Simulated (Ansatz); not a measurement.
Geometry optimisation, UKS PBE-D4/def2-SVP (Ansatz 0.2.0).

input.yaml

```yaml
crystal:
  periodic: [false, false, false]
  atoms:
    - { symbol: Ga, position_ang: [0.0, 0.0, 0.0] }
    - { symbol: H, position_ang: [0.0, 0.0, 1.82] }
    - { symbol: H, position_ang: [1.3596, 0.0, -0.785] }
    - { symbol: H, position_ang: [-1.3596, 0.0, -0.785] }
    - { symbol: F, position_ang: [0.0, 0.0, 3.04] }
magnetization:
  spin_polarized: true
  initial_magnetization: 1
basis:
  gaussian: { orbitals: def2-SVP }
hamiltonian:
  xc: pbe
  dispersion: d4
relax:
  f_tol: 0.15
  max_steps: 25
  restrain:
    - { distance: [1, 4], at: 0.92, k: 30.0 }
    - { distance: [0, 1], at: 2.77, k: 30.0 }
output:
  orbitals: {}
```

Run as:

```bash
$ ansatz run input.yaml --threads 1 --pin off --max-ram 2048MiB --backend cpu --events-out ev --progress --plain --runs-dir out
```

Problem. Where does it end, and by what steps?

Solution. It converged. The restraints hold the end off the free minimum. After 5 steps the energy has fallen by 0.639 eV (the restraints' own energy left out); H2 moved furthest, 0.61 Å. Joined: H2–F5 (1.22 → 0.93 Å).

| step | energy less start (eV) | largest force component (eV/Å) | accepted |
| --- | --- | --- | --- |
| 0 | 0.0000 | 2.928 | yes |
| 1 | -0.4780 | 2.065 | yes |
| 2 | -0.2163 | 5.817 | yes |
| 3 | -0.5187 | 1.217 | yes |
| 4 | -0.6396 | 0.290 | yes |
| 5 | -0.6391 | 0.503 | yes |

```xyz
5
Properties=species:S:1:pos:R:3
Ga 0.000 0.000 -0.333
H 0.000 0.000 2.433
H 1.414 0.000 -1.088
H -1.414 0.000 -1.088
F 0.000 0.000 3.366
```

Run time: 14 s on 1 thread of Arm Neoverse V1 (shared host), peak memory 0.12 GiB.
